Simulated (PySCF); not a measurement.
2,3,3,3-tetrafluoropropene (C3H2F4), SMILES FC(C(=C)F)(F)F. Atoms are numbered in the order given.

```xyz
9

C      1.0793     1.7147     0.0000
C      0.0157     0.9214     0.0000
F     -1.2374     1.3809     0.0000
C      0.0438    -0.5885     0.0000
F     -0.5803    -1.0768     1.0809
F     -0.5803    -1.0768    -1.0809
F      1.3016    -1.0461     0.0000
H      2.0798     1.2851     0.0000
H      0.9564     2.7990     0.0000
```
Charge 0, spin multiplicity 1.

Geometry: B3LYP-D3(BJ)/def2-SVP.

Level of theory: TDA-LC-ωPBE/def2-SVPD (PySCF 2.14.0).

Vertical excitations. The molecule is in vacuum. State labels are in the subgroup Cs.

```
state  symmetry  energy (eV)  λ (nm)      f                                                               main pairs
-----  --------  -----------  ------  -----  -----------------------------------------------------------------------
S1           A'         8.10     153  0.503                                                           HOMO→LUMO 92 %
S2           A"         8.62     144  0.041                     HOMO→LUMO+1 57 %, HOMO→LUMO+3 14 %, HOMO→LUMO+5 12 %
S3           A"         8.80     141  0.000                                                         HOMO−1→LUMO 89 %
S4           A"         9.04     137  0.018    HOMO→LUMO+1 30 %, HOMO→LUMO+2 27 %, HOMO→LUMO+5 25 %, HOMO→LUMO+8 6 %
S5           A"         9.61     129  0.001                                                         HOMO−2→LUMO 80 %
S6           A"        10.11     123  0.001    HOMO→LUMO+3 37 %, HOMO→LUMO+5 32 %, HOMO→LUMO+2 13 %, HOMO→LUMO+6 8 %
S7           A"        10.49     118  0.006    HOMO→LUMO+2 39 %, HOMO→LUMO+3 27 %, HOMO→LUMO+8 15 %, HOMO→LUMO+6 8 %
S8           A"        11.15     111  0.031  HOMO→LUMO+7 32 %, HOMO→LUMO+11 18 %, HOMO→LUMO+6 14 %, HOMO→LUMO+8 11 %
S9           A'        11.17     111  0.021                                       HOMO→LUMO+4 40 %, HOMO−3→LUMO 34 %
S10          A'        11.18     111  0.012                                       HOMO−3→LUMO 52 %, HOMO→LUMO+4 36 %
T1           A'         4.12     301      0                                                           HOMO→LUMO 95 %
T2           A"         8.17     152      0    HOMO→LUMO+1 35 %, HOMO→LUMO+5 22 %, HOMO→LUMO+3 15 %, HOMO→LUMO+2 8 %
T3           A"         8.24     151      0                                                         HOMO−1→LUMO 91 %
T4           A"         8.76     142      0                     HOMO→LUMO+1 48 %, HOMO→LUMO+2 20 %, HOMO→LUMO+5 19 %
```
Triplets are in the Tamm–Dancoff approximation.
